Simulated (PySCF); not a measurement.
**Multinuclear NMR of C5H7F2N**

Bonds (- single, = double, # triple, : aromatic): C1=C2 1.330 Å, C2-C3 1.459 Å, C3=N4 1.269 Å, N4-C5 1.432 Å, C3-C6 1.518 Å, C6-F7 1.357 Å, C6-F8 1.358 Å. C1 carries H9, H10; C2 carries H11; C5 carries H12, H13, H14; C6 carries H15. Stereochemistry as in C=C/C(=N\C)C(F)F. H9 is cis to C3; H10 is trans to C3.

Equivalent nuclei averaged, no solvent, non-relativistic, one computed conformer. Geometry from GFN2-xTB; σ from GIAO-PBE0/pcSseg-1; PySCF 2.14.0 with density-fitted response routines.

Question: Predict the 19F NMR data.

Answer: 
| atoms | environment | σ (ppm) | δ (ppm) |
| --- | --- | --- | --- |
| F7/F8 | fluorine of a CF2 group | 302.0 | -111.9 |

Shieldings were converted by a linear fit to measured shifts: 19F (scatter 6.0 ppm rms, 7.0 ppm with the 5 outliers that the fit left out vs CFCl3, solution or neat liquid, with a term for F on sp3 carbon). A few per cent of atoms miss by over 2 rms, more outside the fitted compound classes.

On a 600 MHz spectrometer 19F resonates near 564.6 MHz, so 1 ppm is 564.6 Hz.

Question: Predict the 15N NMR data.

Answer: 
```tsv
atoms	environment	σ (ppm)	δ (ppm)
N4	imine nitrogen	-120.7	-36.8
```

Shieldings were converted by a linear fit to measured shifts: 15N (scatter 6.3 ppm rms vs CH3NO2, solution or neat liquid). Occasional misses reach two or three times the rms, and more in compound classes unlike the fitted ones.

On a 600 MHz spectrometer 15N resonates near 60.8 MHz, so 1 ppm is 60.8 Hz.
